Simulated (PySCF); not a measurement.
# `C=CC[C@@H](C)C(C)C`, C8H16

Molfile (atoms numbered from 1):
```
C8H16
     RDKit          3D

 24 23  0  0  0  0  0  0  0  0999 V2000
   -3.1702   -1.0421    0.3431 C   0  0  0  0  0  0  0  0  0  0  0  0
   -1.9264   -1.2844   -0.0733 C   0  0  0  0  0  0  0  0  0  0  0  0
   -0.6792   -0.7131    0.5219 C   0  0  0  0  0  0  0  0  0  0  0  0
    0.1547    0.0996   -0.4813 C   0  0  1  0  0  0  0  0  0  0  0  0
   -0.5815    1.3661   -0.9028 C   0  0  0  0  0  0  0  0  0  0  0  0
    1.5843    0.3975    0.0197 C   0  0  0  0  0  0  0  0  0  0  0  0
    1.6222    1.1049    1.3715 C   0  0  0  0  0  0  0  0  0  0  0  0
    2.4583   -0.8526    0.0399 C   0  0  0  0  0  0  0  0  0  0  0  0
   -3.3658   -0.3760    1.1901 H   0  0  0  0  0  0  0  0  0  0  0  0
   -4.0370   -1.5000   -0.1408 H   0  0  0  0  0  0  0  0  0  0  0  0
   -1.7797   -1.9552   -0.9308 H   0  0  0  0  0  0  0  0  0  0  0  0
   -0.0649   -1.5458    0.9080 H   0  0  0  0  0  0  0  0  0  0  0  0
   -0.9396   -0.0857    1.3906 H   0  0  0  0  0  0  0  0  0  0  0  0
    0.2732   -0.5272   -1.3854 H   0  0  0  0  0  0  0  0  0  0  0  0
   -0.7305    2.0483   -0.0503 H   0  0  0  0  0  0  0  0  0  0  0  0
   -0.0216    1.9139   -1.6765 H   0  0  0  0  0  0  0  0  0  0  0  0
   -1.5776    1.1293   -1.3053 H   0  0  0  0  0  0  0  0  0  0  0  0
    2.0234    1.0866   -0.7250 H   0  0  0  0  0  0  0  0  0  0  0  0
    2.6482    1.4200    1.6166 H   0  0  0  0  0  0  0  0  0  0  0  0
    0.9891    2.0047    1.3874 H   0  0  0  0  0  0  0  0  0  0  0  0
    1.2836    0.4416    2.1835 H   0  0  0  0  0  0  0  0  0  0  0  0
    3.4970   -0.6034    0.3074 H   0  0  0  0  0  0  0  0  0  0  0  0
    2.1025   -1.5879    0.7797 H   0  0  0  0  0  0  0  0  0  0  0  0
    2.4747   -1.3486   -0.9432 H   0  0  0  0  0  0  0  0  0  0  0  0
  1  2  2  0
  2  3  1  0
  3  4  1  0
  4  5  1  0
  4  6  1  0
  6  7  1  0
  6  8  1  0
  1  9  1  0
  1 10  1  0
  2 11  1  0
  3 12  1  0
  3 13  1  0
  4 14  1  6
  5 15  1  0
  5 16  1  0
  5 17  1  0
  6 18  1  0
  7 19  1  0
  7 20  1  0
  7 21  1  0
  8 22  1  0
  8 23  1  0
  8 24  1  0
M  END
```

Method used: quadratic response CAM-B3LYP/aug-cc-pVDZ first hyperpolarisability, Taylor convention, gas phase (PySCF 2.14.0). Geometry: PBE0-D3(BJ)/def2-SVP.

Task: Give the tensor of the static β(0;0,0) in the axes of these coordinates.

Result: In au, Taylor convention; rows are the first index (the induced dipole):
|  | xx | yy | zz | xy | xz | yz |
| --- | --- | --- | --- | --- | --- | --- |
| x | +66.8 | +18.8 | +5.4 | +29.3 | -13.4 | -12.4 |
| y | +29.3 | +16.8 | +2.1 | +18.8 | -12.4 | -1.3 |
| z | -13.4 | -1.3 | -2.9 | -12.4 | +5.4 | +2.1 |

Norm of βᵢ = ⅓ Σⱼ (βᵢⱼⱼ + βⱼᵢⱼ + βⱼⱼᵢ): 104.5 au, hyper-Rayleigh value 42.2 au.
